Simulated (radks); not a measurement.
Values are calculated unless marked as measured or tabulated.
Problem. All-electron atom: the magnesium ion Mg3+ in [He] 2s2 2p5 (the NIST ground configuration). Code: a radial shooting solver on a logarithmic mesh with Libxc functionals. Model: non-relativistic Kohn-Sham, PBE, spin-polarised, spherical densities, point nucleus; open shells are filled with parallel spins first. Some entries of the table are withheld. Estimate them.

orbital  occ.  eigenvalue (eV)  <r> (bohr)
1s up       1        -1315.209      0.1309
1s down     1        -1313.954      0.1308
2s up       1        -129.8888      0.6712
2s down     1        -127.2710      0.6753
2p up       3              (1)      0.6388
2p down     2              (2)      0.6458

Solution. 
(1) 2p up eigenvalue (eV): -97.5213
(2) 2p down eigenvalue (eV): -94.7065
